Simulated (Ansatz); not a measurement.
Molecule: C6H8Si, net charge 0, singlet state. SMILES: [SiH3]c1ccccc1
Geometry from a B3LYP-D3(BJ)/def2-TZVP (Ansatz, an electronic-structure program) optimisation:
```
C
C 1 1.3993
H 2 1.0839 1 119.86
C 2 1.3894 3 119.09 1 179.71
H 4 1.0826 2 119.94 3 0.19
C 4 1.3899 5 120.07 2 179.79
H 6 1.0825 4 120.10 5 0.05
C 6 1.3900 7 120.10 4 179.76
H 8 1.0826 6 120.07 7 -0.05
C 8 1.3893 9 119.94 6 179.79
H 10 1.0839 8 119.08 9 -0.19
Si 1 1.8704 2 120.96 3 -1.75
H 12 1.4822 1 109.79 2 29.64
H 12 1.4822 13 109.71 1 -120.79
H 12 1.4839 13 108.12 14 -117.66
```

Property: atomisation energy (electronic, to ground-state atoms), in kJ/mol. Valence correlation only, unless marked. Open shells are spin-unrestricted. No spin-orbit coupling. Non-relativistic. The coupled-cluster limit lacks core correlation, which all-electron functionals hold. CBS marks a two-point X^-3 extrapolation of the correlation energy; Hartree-Fock from the larger set.

| level | program | atomisation energy (kJ/mol) |
|---|---|---|
| revPBE-D3(BJ)/def2-TZVPD | Ansatz + dftd3 | 6606.9 |
| r2SCAN/def2-TZVPD | Ansatz | 6626.2 |
| PBE0/def2-TZVP | Ansatz | 6643.4 |
| r2SCAN0-D4/def2-TZVPD | Ansatz + dftd4 | 6553.3 |
| B2PLYP-D4/def2-TZVPD | Ansatz + dftd4 | 6561.9 |
| B2PLYP/def2-TZVPD | Ansatz | 6533.2 |
| RPA@PBE/cc-pV(Q+d)Z | Ansatz | 6200.5 |
| RI-MP2/aug-cc-pV(T+d)Z | Ansatz | 6599.5 |
| CCSD(T)/cc-pV(D+d)Z | Ansatz | 6116.2 |
| CCSD(T)/CBS(cc-pV(T+d)Z,cc-pV(Q+d)Z) | Ansatz | 6585.4 |

The Hartree-Fock reference is unstable (checked in the largest basis), which strains HF and MP2.
